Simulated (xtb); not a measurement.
Mo(OH)2(H)4 (H₆MoO₂), SMILES [OH][MoH4][OH], multiplicity 1. All values are semi-empirical tight-binding results from xtb (GFN2-xTB unless named), good for trends rather than for accurate numbers. Geometry: GFN2-xTB. The multiplicity is an assumed one; other spin states were not compared. One conformer was computed; it need not be the lowest.

Optimised geometry:

Bonded distances (Å): Mo1–O2 1.743, Mo1–O4 1.743, Mo1–H6 1.676, Mo1–H7 1.620, Mo1–H8 1.620, Mo1–H9 1.676, O2–H3 0.962, O4–H5 0.962. Bond angles (°): O2–Mo1–O4 97.2, O2–Mo1–H6 175.6, O2–Mo1–H7 97.8, O2–Mo1–H8 97.8, O2–Mo1–H9 87.3, O4–Mo1–H6 87.3, O4–Mo1–H7 97.8, O4–Mo1–H8 97.8, O4–Mo1–H9 175.6, H6–Mo1–H7 81.5, H6–Mo1–H8 81.5, H6–Mo1–H9 88.3, H7–Mo1–H8 156.3, H7–Mo1–H9 81.5, H8–Mo1–H9 81.5, Mo1–O2–H3 170.3, Mo1–O4–H5 170.3.

For metal compounds this method's bond lengths and energies can be far off.

```json
{
  "point_group_as_xtb_finds_it": "C2v",
  "orbital_gap": "2.83 eV",
  "zero_point_energy": "34.4 kcal/mol",
  "G − E(el) at 298.15 K (modified RRHO)": "17.0 kcal/mol"
}
```

Computed atomic charges and the Wiberg bond orders between heavy atoms:
charges (e) Mo1 0.88, O2 -0.43, H3 0.33, O4 -0.43, H5 0.33, H6 -0.17, H7 -0.16, H8 -0.16, H9 -0.17. Bond orders Mo1–O2 1.41, Mo1–O4 1.41.
